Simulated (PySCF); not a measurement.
# What a mistake does to a calculation on AlBGeH6N cation

Calculated results; nothing here was measured. They come from PySCF 2.14.0, an open-source quantum chemistry program, on an isolated molecule that a program drew, which may never have been made. The molecule is AlBGeH6N cation (charge +1, singlet), drawn as the SMILES string `[BH2][GeH+][AlH][NH2]`.

Each row is a Hartree-Fock (HF) and frozen-core CCSD(T) single point in the cc-pV(D+d)Z basis, meant for a local HF minimum. Run 1 is clean. Each other run has one planted mistake out of seven kinds, and not every kind appears here: one electron removed, one electron added, multiplicity raised by two, geometry at a saddle point, minimal basis STO-3G, one bond length entered in bohr, all coordinates scaled. The reference is restricted for singlets and unrestricted otherwise, and also for a bond in bohr. Adding or removing an electron swaps singlet and doublet. Electrons count all cores. HOMO and LUMO are orbital energies over both spins, the gradient is its largest component, and the lowest frequency (negative if imaginary) is given only where the gradient is small. Bond lengths are over the 9 bonds as drawn. T1 is the CCSD diagnostic: over 0.02 (restricted) or 0.045 (unrestricted) a single reference is doubtful. Germanium has the cc-pVDZ-PP basis, with a core potential (ECP10MDF) in place of its 10 inner electrons, and its 3s, 3p and 3d shells are frozen in CCSD(T).

Geometry of the clean run:
```xyz
10
AlBGeH6N cation, angstrom
B    -1.5969   -0.1773    1.7059
Ge   -0.7361   -0.5334   -0.1493
Al    1.6285   -1.3133   -0.8896
N     2.7497    0.0030   -1.0474
H    -1.5398    0.9245    2.1551
H    -2.1170   -1.0860    2.2739
H    -1.7818   -0.2943   -1.2470
H     1.7440   -2.8506   -1.0904
H     2.5893    0.9812   -0.8912
H     3.7044   -0.1244   -1.3401
```

```
run  electrons  basis functions  <S^2>  HOMO (eV)  LUMO (eV)  gradient (hartree/bohr)  lowest frequency (cm^-1)  mean bond (Å)  longest bond (Å)      T1  HF (hartree)  CCSD(T) (hartree)                          mistake
  1         62              104  0.000     -15.18      -5.09                  9.5e-06                        29         1.5435             2.598  0.0161    -617.68879         -618.13773                         no fault
  2         63              104  0.767      -6.70       1.49                  4.2e-02                         -         1.5435             2.598  0.0160    -617.90448         -618.36851               one electron added
  3         62              104  0.907     -12.96      -5.06                  9.3e-03                         -         1.6972             2.938  0.0414    -617.59281         -618.02797  one bond length entered in bohr
  4         62              104  0.000     -14.81      -5.04                  4.4e-02                         -         1.6253             2.735  0.0178    -617.66812         -618.12511                                ?
  5         61              104  0.757     -19.53     -11.07                  8.0e-02                         -         1.5435             2.598  0.0140    -617.21953         -617.61979                                ?
```

**Which mistake was planted in run 4, and what did it cost?**

The mean and the longest bond both change by the same factor, 1.053, and the gradient is no longer small. So the mistake is: all coordinates scaled. Subtracting run 1 and multiplying by 627.51 kcal/mol a hartree, the energy moved by 13.0 kcal/mol in HF and 7.9 kcal/mol in CCSD(T).

**Which mistake was planted in run 5, and what did it cost?**

It counts 61 electrons, one fewer than the clean run, at the same geometry and basis. So the mistake is: one electron removed. Subtracting run 1 and multiplying by 627.51 kcal/mol a hartree, the energy moved by 294.5 kcal/mol in HF and 325.0 kcal/mol in CCSD(T).

